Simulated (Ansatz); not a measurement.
Job for Ansatz (a quantum-chemistry and plane-wave program): R-CCSD(T)/def2-QZVPP on H4OSn (SMILES [OH][SnH3]), a point of a torsion scan. Elements past Kr take the def2 small-core potentials; no spin–orbit coupling. Files ending in .json are basis or fitting sets from the Basis Set Exchange. The run froze 10 orbitals, filled d shells among them.

Ansatz 0.2 input:
```yaml
crystal:
  periodic: [false, false, false]
  atoms:
    - {symbol: O, position_ang: [1.32075392, 0.12704771, 0.59974049]}
    - {symbol: Sn, position_ang: [-0.50525725, 0.00223932, -0.04614096]}
    - {symbol: H, position_ang: [2.02557409, -0.05126333, -0.01786765]}
    - {symbol: H, position_ang: [-0.51110470, -0.92177649, -1.43543465]}
    - {symbol: H, position_ang: [-1.01819094, 1.55301027, -0.34635664]}
    - {symbol: H, position_ang: [-1.30267003, -0.69805201, 1.21677638]}
basis:
  gaussian:
    orbitals: def2-QZVPP.json
magnetization: {spin_polarized: false}
correlation: {method: ccsd_t, electrons: outside_noble_gas}
scf: {lower_state_search: off}
```

The log:

```
WARN ansatz: RAYON_NUM_THREADS=1 ignored (pool sized by the plan → 1); use --threads N
Functional definition: HF
these checks for a lower state are left out or cut short: stability, starts, cluster_reference, orbital_swaps, neighbouring_geometries, increment
integrals: 1.76 GiB planned
1578 factors; integrals over basis functions are off by at most 7.9e-4 eV
mean field: 0.83 GiB planned
mean field evaluation 1: about -7903.7534 eV, gradient 4.0e1 eV
mean field evaluation 2: about -7903.7986 eV, gradient 4.0e1 eV
mean field evaluation 4: about -7906.8253 eV, gradient 2.3e0 eV
mean field evaluation 8: about -7906.8518 eV, gradient 1.6e-1 eV
mean field -7906.85184105 eV, -290.5714457018 hartree, gradient 2.4e-6 eV, S^2 0.000000; 0 other end points of the search recorded, 0 dependent functions left out
10 core orbitals not correlated
reference -7906.85184105 eV, -290.5714457018 hartree; 7, 7 occupied and 242, 242 virtual orbitals, 1578 factors
second order -10.74856128 eV of doubles, -0.00000000 eV of singles
coupled cluster: 1.89 GiB planned
cycle   1  -10.85659121 eV  change   -1.1e-1 eV  update   7.6e-2
cycle   2  -11.15502924 eV  change   -3.0e-1 eV  update   2.5e-2
cycle   3  -11.23370862 eV  change   -7.9e-2 eV  update   1.2e-2
cycle   4  -11.22430443 eV  change    9.4e-3 eV  update   2.6e-3
cycle   5  -11.22394683 eV  change    3.6e-4 eV  update   1.2e-3
cycle   6  -11.22446154 eV  change   -5.1e-4 eV  update   3.5e-4
cycle   7  -11.22434663 eV  change    1.1e-4 eV  update   1.5e-4
cycle   8  -11.22429034 eV  change    5.6e-5 eV  update   5.2e-5
cycle   9  -11.22430735 eV  change   -1.7e-5 eV  update   2.2e-5
cycle  10  -11.22431233 eV  change   -5.0e-6 eV  update   6.8e-6
perturbative correction -0.37531703 eV, -0.0137926463 hartree
Total energy: -7918.45147040 eV, -290.9977242181 hartree
Checks for a lower state left out: stability, starts, cluster_reference, orbital_swaps, neighbouring_geometries, increment
```

The calculation finished and met its thresholds.

Cost: very roughly 8 core-minutes.
